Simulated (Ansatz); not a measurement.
Ansatz (a quantum-chemistry and plane-wave program) input (SVWN5/6-31G*):

Ansatz 0.2 input:
```yaml
crystal:
  periodic: [false, false, false]
  atoms:
    - {symbol: N, position_ang: [1.81268000, 1.38735800, 0.21559400]}
    - {symbol: C, position_ang: [1.51129200, 0.20440800, -0.59614600]}
    - {symbol: Ge, position_ang: [0.01007900, -0.80741900, 0.20802100]}
    - {symbol: C, position_ang: [-1.51923000, 0.43154400, 0.43230100]}
    - {symbol: N, position_ang: [-1.84332600, 1.06767300, -0.84810100]}
    - {symbol: H, position_ang: [2.59485500, 1.90762800, -0.16489200]}
    - {symbol: H, position_ang: [1.02484700, 2.02199500, 0.25670400]}
    - {symbol: H, position_ang: [1.27412100, 0.41500400, -1.64793500]}
    - {symbol: H, position_ang: [2.38302000, -0.45210700, -0.59459900]}
    - {symbol: H, position_ang: [0.42997300, -1.36324700, 1.58380000]}
    - {symbol: H, position_ang: [-0.38838400, -1.96840900, -0.72544100]}
    - {symbol: H, position_ang: [-2.37532700, -0.16421500, 0.75338600]}
    - {symbol: H, position_ang: [-1.29340200, 1.12956900, 1.24999600]}
    - {symbol: H, position_ang: [-1.07033100, 1.62171000, -1.19545800]}
    - {symbol: H, position_ang: [-2.63974500, 1.68854600, -0.76161700]}
basis:
  gaussian:
    orbitals: 6-31G*
hamiltonian:
  xc: {name: SVWN5}
output: {forces: true}
```

Output:

```
Functional definition: SVWN5
integrals: 0.08 GiB planned
1505 factors; their error is unknown
mean field: 0.37 GiB planned
mean field evaluation 1: about -61579.3703 eV, gradient 8.8e1 eV
mean field evaluation 2: about -61539.8080 eV, gradient 1.5e2 eV
mean field evaluation 4: about -61595.4004 eV, gradient 6.1e0 eV
mean field evaluation 8: about -61595.4903 eV, gradient 3.9e-1 eV
mean field evaluation 16: about -61595.4207 eV, gradient 4.0e-3 eV
mean field -61595.42073842 eV, -2263.5899612611 hartree, gradient 1.7e-5 eV, S^2 0.000000; 0 other end points of the search recorded, 0 dependent functions left out
the calculation of the forces begins
reference -61595.42077217 eV, -2263.5899625017 hartree; 34, 34 occupied and 81, 81 virtual orbitals, 1505 factors
Total energy: -61595.42077217 eV, -2263.5899625017 hartree
Atom 0 at     1.812680     1.387358     0.215594 Å, force    -0.118468    -1.080587     0.084759 eV/Å
Atom 1 at     1.511292     0.204408    -0.596146 Å, force    -0.399186     0.594904     0.790977 eV/Å
Atom 2 at     0.010079    -0.807419     0.208021 Å, force    -0.007246     0.580508    -0.149560 eV/Å
Atom 3 at    -1.519230     0.431544     0.432301 Å, force     0.389914     0.147880    -0.982346 eV/Å
Atom 4 at    -1.843326     1.067673    -0.848101 Å, force     0.144240    -0.983945     0.447141 eV/Å
Atom 5 at     2.594855     1.907628    -0.164892 Å, force     0.455610     0.261687    -0.239283 eV/Å
Atom 6 at     1.024847     2.021995     0.256704 Å, force    -0.536727     0.311897    -0.025133 eV/Å
Atom 7 at     1.274121     0.415004    -1.647935 Å, force    -0.162442     0.008160    -0.508736 eV/Å
Atom 8 at     2.383020    -0.452107    -0.594599 Å, force     0.329092    -0.327051     0.029952 eV/Å
Atom 9 at     0.429973    -1.363247     1.583800 Å, force     0.040859    -0.025138     0.093831 eV/Å
Atom 10 at    -0.388384    -1.968409    -0.725441 Å, force    -0.039693    -0.068290    -0.069761 eV/Å
Atom 11 at    -2.375327    -0.164215     0.753386 Å, force    -0.321159    -0.308421     0.133769 eV/Å
Atom 12 at    -1.293402     1.129569     1.249996 Å, force     0.159135     0.256730     0.440490 eV/Å
Atom 13 at    -1.070331     1.621710    -1.195458 Å, force     0.529117     0.297690    -0.131919 eV/Å
Atom 14 at    -2.639745     1.688546    -0.761617 Å, force    -0.463045     0.333978     0.085818 eV/Å
Dipole moment:    -0.006055     0.485071    -0.124972 e Å
```

The geometry given is a B3LYP-D3(BJ)/def2-TZVP minimum.
